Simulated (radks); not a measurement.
Spin polarisation of the 3p2 shell in Cl3+. Start: [Ne] 3s2 3p(up 1, down 1); electrons of 3p are moved from spin down to spin up, other shells keep equal spins. All-electron calculation, scalar-relativistic Kohn-Sham, PBEsol, spin-polarised, spherical densities, point nucleus. Program: a radial shooting solver on a logarithmic mesh with Libxc functionals.

moment (Bohr magnetons)  E - E(0) (eV)  e(3p up) (eV)  e(3p down) (eV)  3s down minus up (eV)
0                                0.000        -45.063          -45.063                  0.000
0.5                             -0.093        -45.415          -44.672                  0.772
1                               -0.372        -45.732          -44.235                  1.556
1.5                             -0.843        -46.019          -43.743                  2.362
2                               -1.513        -46.276          -43.186                  3.203

At moment 2 the spin-polarisation energy is -1.513 eV and the 3p exchange splitting 3.089 eV, that is 1.545 eV per Bohr magneton; E = -I m^2/4 would give I = 1.513 eV.
